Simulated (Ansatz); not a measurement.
`CB(Cl)[C](=N)[AlH2]`, relaxed with RKS PBE-D4/def2-SVP in Ansatz 0.2.0 from a rough embedded geometry. The force threshold is 0.03 eV/Å; the program also tests the step.

Total charge 0; spin multiplicity 1.

Start:

```xyz
12

C     1.828    0.090   -0.369
B     0.434    0.716   -0.790
Cl    0.464    1.985   -2.090
C    -0.976    0.318   -0.228
N    -2.039    0.805   -0.611
Al   -1.048   -1.097    1.264
H     1.797   -0.990   -0.503
H     1.925    0.314    0.757
H     2.679    0.576   -0.856
H    -2.933    0.573   -0.228
H     0.319   -1.782    1.807
H    -2.450   -1.509    1.848
```

(1) How much energy does the relaxation release, and in how many steps? (Estimate.)

(2) Which bonds change most? (Estimate.)

(3) Give the relaxed structure. (An estimate is asked.)

Results:

(1) Ansatz gave: 76.82 kJ/mol, in 46 steps, 1 of them rejected.

(2) The calculation gave: C4–N5 from 1.231 to 1.301 Å; N5–H10 from 0.999 to 1.042 Å; C1–H8 from 1.152 to 1.114 Å.

(3) The calculation gave: 
```xyz
12

C     1.699    0.305   -1.258
B     0.596    0.332   -0.172
Cl    0.779    1.391    1.319
C    -0.760   -0.461   -0.044
N    -1.077   -1.197   -1.069
Al   -1.492    0.079    1.770
H     1.323   -0.221   -2.158
H     2.570   -0.271   -0.869
H     2.085    1.310   -1.523
H    -1.983   -1.687   -0.909
H    -1.142   -0.817    3.054
H    -2.600    1.236    1.860
```
